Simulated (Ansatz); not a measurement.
`F[SiH2]S[SiH2]F` + `[OH]`• → `F[SiH]S[SiH2]F`• + H₂O  (hydrogen abstraction from the Si–H bond)

Gas-phase electronic energies from Ansatz, PBE0-D4/def2-TZVP geometries. CBS: MP2 limit from def2 TZ/QZ plus the TZ coupled-cluster correction, frozen cores. This one scheme is used for every species. DFT in def2-TZVPP. B3LYP here is the variant with VWN-RPA as its local correlation; programs differ in this. HSE06 is defined as in plane-wave codes. Open shells (•) are unrestricted, without spin–orbit coupling. Each species was taken in one conformer, which may not be the lowest.

```tsv
level	ΔE (kJ/mol)	difference from CCSD(T)/CBS
PBE0-D4	-119.8	-3.4
r2SCANh-D4	-113.7	2.7
HSE06-D4	-120.5	-4.1
PBE-QIDH	-113.9	2.5
PBE	-140.0	-23.6
revPBE	-131.6	-15.2
r2SCAN	-118.8	-2.4
B3LYP	-113.7	2.7
HSE06	-120.8	-4.4
RPA@PBE/def2-TZVPP	-91.9	24.5
CCSD(T)/def2-SVP	-90.5	25.9
HF/def2-TZVPP	-36.3	80.1
SCS-MP2/def2-TZVPP	-113.1	3.3
CCSD/def2-TZVPP	-100.4	16.0
HF/def2-QZVPP	-37.7	78.7
HF/CBS(def2)	-37.9	78.5
CCSD(T)/CBS	-116.4	0
```

Largest T1 diagnostic among the species: 0.014.

Leaving LDA and LC-ωPBE aside and taking each functional with its dispersion term where it has one, the values, not all of them listed here, spread over 52.4 kJ/mol, from PBE-D4 to BHLYP-D4. LDA lies −35.6 kJ/mol from PBE without D4. In def2-TZVPP, CCSD(T) changes the Hartree–Fock value by −71.3 kJ/mol (the triples alone add −7.2 kJ/mol) and MP2 by −95.5 kJ/mol. From BLYP to BHLYP (50 % exact exchange), in def2-TZVPP and without D4, ΔE moves by +38.9 kJ/mol.

CCSD(T)/CBS has its own doubt, a few kJ/mol and more with outer-core shells, so smaller differences from it don't rank the levels.
